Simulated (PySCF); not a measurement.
Record of a relaxation.

Compound: C3H10OSi.
SMILES with atom numbers: `[CH3:1][SiH2:2][CH2:3][CH2:4][OH:5]` (hydrogens: H6, H7, H8 on C1; H9, H10 on Si2; H11, H12 on C3; H13, H14 on C4; H15 on O5)

Method: PySCF 2.14.0, PBE0-D3(BJ)/def2-SVP geometry optimisation, gas phase; density fitting, grid level 1; the optimiser is geomeTRIC in internal coordinates, started from a GFN2-xTB structure with every atom displaced at random (about 0.01 Å). 9 of its 10 geometries are shown. The frame can shift and turn from step to step; on so coarse a grid that alone can change the energy by a few meV, and forces under 0.02 eV/Å are noise.

Step 0: E = -13183.1241 eV, largest atomic force 2.607 eV/Å
```
atom  x, y, z in Å  |  force x, y, z in eV/Å
C1      2.451   -0.244   -0.122   -0.822   1.884  -0.616
Si2     0.747    0.607   -0.452    0.697  -1.204   0.986
C3     -0.633   -0.694   -0.166    1.015   0.527   0.524
C4     -1.944   -0.132   -0.545   -2.540  -0.199   0.554
O5     -2.216    1.124    0.022    0.266   0.275   0.681
H6      2.499   -0.592    0.887    0.068  -0.432   1.087
H7      2.614   -1.055   -0.800    0.151  -0.926  -0.692
H8      3.255    0.495   -0.274    0.012  -0.076   0.043
H9      0.595    1.746    0.494    0.018   0.091   0.024
H10     0.676    1.073   -1.830   -0.069   0.308  -0.703
H11    -0.437   -1.599   -0.728    0.257  -0.536  -0.377
H12    -0.627   -0.991    0.900    0.038   0.032  -0.029
H13    -2.810   -0.824   -0.275    0.782   0.233  -0.279
H14    -2.042    0.033   -1.613    0.173  -0.059  -0.653
H15    -2.144    1.036    0.990   -0.045   0.083  -0.551
```

Step 1: E = -13183.2777 eV, largest atomic force 0.507 eV/Å
```
atom  x, y, z in Å  |  force x, y, z in eV/Å
C1      2.451   -0.209   -0.271   -0.207  -0.213   0.081
Si2     0.751    0.590   -0.479    0.082   0.031  -0.130
C3     -0.633   -0.659   -0.120   -0.057  -0.019  -0.039
C4     -2.058   -0.176   -0.407    0.459   0.138  -0.166
O5     -2.314    1.106    0.106    0.023  -0.010  -0.112
H6      2.549   -0.597    0.760    0.051   0.015  -0.149
H7      2.595   -1.052   -0.972   -0.040   0.113   0.115
H8      3.261    0.514   -0.439    0.004   0.066  -0.011
H9      0.663    1.746    0.470   -0.018  -0.002   0.005
H10     0.600    1.114   -1.875   -0.022   0.000   0.042
H11    -0.432   -1.583   -0.693    0.000   0.050   0.051
H12    -0.553   -0.946    0.947    0.034  -0.017  -0.030
H13    -2.762   -0.924   -0.011   -0.281  -0.108   0.041
H14    -2.225   -0.105   -1.497    0.014  -0.084   0.112
H15    -1.903    1.159    0.972   -0.042   0.040   0.190
```

Step 2: E = -13183.2957 eV, largest atomic force 0.115 eV/Å
```
atom  x, y, z in Å  |  force x, y, z in eV/Å
C1      2.436   -0.215   -0.277   -0.021  -0.040   0.031
Si2     0.748    0.590   -0.477   -0.003   0.071  -0.021
C3     -0.621   -0.663   -0.107   -0.081  -0.025   0.031
C4     -2.034   -0.172   -0.408    0.091  -0.034   0.061
O5     -2.293    1.114    0.098    0.087   0.027  -0.071
H6      2.552   -0.606    0.747    0.022   0.001  -0.024
H7      2.569   -1.053   -0.978   -0.003   0.012   0.002
H8      3.243    0.512   -0.455    0.007   0.002  -0.007
H9      0.659    1.746    0.472    0.003  -0.004  -0.003
H10     0.582    1.113   -1.870   -0.009   0.002   0.006
H11    -0.417   -1.587   -0.676    0.002   0.002   0.005
H12    -0.538   -0.950    0.959    0.016   0.003  -0.005
H13    -2.775   -0.908   -0.033    0.001   0.023  -0.025
H14    -2.173   -0.107   -1.499   -0.042   0.009   0.007
H15    -1.947    1.163    0.996   -0.069  -0.050   0.016
```

Step 3: E = -13183.3028 eV, largest atomic force 0.105 eV/Å
```
atom  x, y, z in Å  |  force x, y, z in eV/Å
C1      2.432   -0.218   -0.286    0.036   0.047  -0.010
Si2     0.746    0.593   -0.467   -0.026   0.029   0.033
C3     -0.616   -0.666   -0.088   -0.013  -0.023   0.015
C4     -2.019   -0.170   -0.410   -0.073  -0.049   0.013
O5     -2.276    1.121    0.081    0.087   0.058  -0.001
H6      2.569   -0.614    0.732   -0.001  -0.005   0.031
H7      2.552   -1.053   -0.992    0.004  -0.025  -0.037
H8      3.238    0.507   -0.476    0.004  -0.017  -0.005
H9      0.663    1.749    0.482    0.013  -0.009   0.000
H10     0.565    1.115   -1.858   -0.002   0.001  -0.008
H11    -0.409   -1.591   -0.653    0.015  -0.015  -0.006
H12    -0.534   -0.949    0.979   -0.017   0.017   0.006
H13    -2.783   -0.893   -0.053    0.065   0.011   0.004
H14    -2.138   -0.107   -1.503   -0.030   0.007  -0.030
H15    -2.001    1.153    1.004   -0.062  -0.025  -0.005
```

Step 4: E = -13183.3081 eV, largest atomic force 0.145 eV/Å
```
atom  x, y, z in Å  |  force x, y, z in eV/Å
C1      2.434   -0.222   -0.299    0.048   0.063  -0.036
Si2     0.748    0.596   -0.450   -0.029  -0.020   0.050
C3     -0.613   -0.668   -0.066    0.067  -0.011  -0.013
C4     -2.005   -0.168   -0.414   -0.141  -0.017  -0.028
O5     -2.260    1.130    0.059    0.049   0.029   0.016
H6      2.594   -0.625    0.712   -0.013  -0.006   0.039
H7      2.537   -1.052   -1.014    0.003  -0.027  -0.029
H8      3.240    0.501   -0.503   -0.002  -0.016  -0.001
H9      0.677    1.750    0.500    0.015  -0.008   0.008
H10     0.550    1.119   -1.838    0.000   0.003  -0.011
H11    -0.399   -1.596   -0.625    0.017  -0.014  -0.001
H12    -0.539   -0.942    1.003   -0.036   0.022   0.009
H13    -2.784   -0.881   -0.069    0.065   0.007   0.031
H14    -2.107   -0.113   -1.509   -0.011   0.012  -0.015
H15    -2.082    1.146    1.006   -0.032  -0.015  -0.019
```

Step 6: E = -13183.3121 eV, largest atomic force 0.034 eV/Å
```
atom  x, y, z in Å  |  force x, y, z in eV/Å
C1      2.444   -0.225   -0.320    0.001  -0.003  -0.015
Si2     0.754    0.598   -0.429   -0.004  -0.012  -0.005
C3     -0.609   -0.665   -0.049    0.028   0.004  -0.018
C4     -2.001   -0.169   -0.420   -0.018   0.009  -0.016
O5     -2.253    1.138    0.030   -0.004  -0.009  -0.003
H6      2.618   -0.642    0.684   -0.004   0.001  -0.001
H7      2.528   -1.046   -1.049    0.001   0.001   0.007
H8      3.249    0.496   -0.530   -0.003   0.003   0.003
H9      0.705    1.738    0.538    0.003  -0.004   0.009
H10     0.541    1.137   -1.809   -0.002   0.009   0.005
H11    -0.386   -1.600   -0.592    0.002  -0.003   0.011
H12    -0.556   -0.923    1.026   -0.009   0.005   0.004
H13    -2.776   -0.876   -0.062   -0.002  -0.003   0.010
H14    -2.097   -0.131   -1.517    0.005  -0.002   0.007
H15    -2.170    1.146    0.989    0.007   0.002   0.002
```

Step 7: E = -13183.3126 eV, largest atomic force under 0.02 eV/Å
```
atom  x, y, z in Å  |  force x, y, z in eV/Å
C1      2.444   -0.224   -0.324   -0.007  -0.011  -0.004
Si2     0.754    0.598   -0.425    0.001   0.003  -0.015
C3     -0.609   -0.665   -0.048   -0.004  -0.003  -0.007
C4     -2.002   -0.172   -0.420    0.019   0.003  -0.001
O5     -2.254    1.138    0.022   -0.010  -0.005  -0.005
H6      2.619   -0.646    0.678    0.001   0.002  -0.005
H7      2.529   -1.042   -1.057    0.001   0.004   0.006
H8      3.249    0.499   -0.531    0.000   0.004   0.002
H9      0.708    1.733    0.549    0.001  -0.003   0.006
H10     0.539    1.146   -1.802   -0.002   0.008   0.006
H11    -0.383   -1.602   -0.586    0.001  -0.002   0.008
H12    -0.559   -0.918    1.028    0.001   0.001   0.001
H13    -2.774   -0.878   -0.054   -0.010   0.001  -0.002
H14    -2.100   -0.141   -1.517    0.002  -0.004   0.003
H15    -2.171    1.151    0.981    0.007   0.002   0.005
```

Step 8: E = -13183.3129 eV, largest atomic force 0.034 eV/Å
```
atom  x, y, z in Å  |  force x, y, z in eV/Å
C1      2.444   -0.222   -0.330   -0.008  -0.008   0.004
Si2     0.753    0.600   -0.422    0.003   0.010  -0.014
C3     -0.608   -0.666   -0.046   -0.023  -0.007   0.004
C4     -2.002   -0.177   -0.421    0.033  -0.004   0.008
O5     -2.253    1.137    0.013   -0.009   0.001  -0.003
H6      2.619   -0.650    0.670    0.003   0.002  -0.004
H7      2.528   -1.037   -1.067    0.000   0.004   0.001
H8      3.247    0.503   -0.533    0.002   0.002  -0.001
H9      0.710    1.725    0.563   -0.001  -0.002   0.003
H10     0.534    1.160   -1.793   -0.002   0.004   0.005
H11    -0.380   -1.606   -0.580    0.002   0.000   0.003
H12    -0.560   -0.915    1.030    0.005   0.000  -0.001
H13    -2.773   -0.880   -0.048   -0.010   0.002  -0.007
H14    -2.102   -0.153   -1.518   -0.001  -0.003  -0.001
H15    -2.167    1.157    0.972    0.006   0.000   0.002
```

Step 9: E = -13183.3132 eV, largest atomic force 0.025 eV/Å
```
atom  x, y, z in Å  |  force x, y, z in eV/Å
C1      2.443   -0.219   -0.336   -0.004  -0.001   0.006
Si2     0.750    0.601   -0.418    0.003   0.008  -0.006
C3     -0.607   -0.668   -0.043   -0.022  -0.007   0.008
C4     -2.001   -0.181   -0.421    0.023  -0.007   0.006
O5     -2.252    1.134    0.005   -0.006   0.004   0.002
H6      2.621   -0.652    0.661    0.003   0.001  -0.002
H7      2.527   -1.029   -1.077    0.000   0.002  -0.003
H8      3.244    0.508   -0.536    0.002   0.000  -0.002
H9      0.709    1.719    0.577   -0.001   0.000   0.000
H10     0.527    1.172   -1.783   -0.001   0.001   0.002
H11    -0.377   -1.609   -0.573    0.002   0.001  -0.001
H12    -0.559   -0.913    1.034    0.004   0.001  -0.001
H13    -2.773   -0.882   -0.044   -0.004   0.002  -0.006
H14    -2.100   -0.165   -1.518   -0.002  -0.001  -0.002
H15    -2.162    1.162    0.964    0.003  -0.001   0.000
```

Q: Summarise the path.

A: The energy falls by 4.36 kcal/mol from step 0 to step 9; nine tenths of that is first reached at step 2. It falls at every step. The largest force goes from 2.607 to 0.025 eV/Å. Among the bonds C1–Si2 changes most, from 1.933 to 1.882 Å; the atoms move by 0.127 Å rms after alignment.

What follows is the cost of the whole optimisation. On one thread of an Arm Neoverse V1, on a shared host, this took 59 s and 0.49 GiB of memory at its peak.
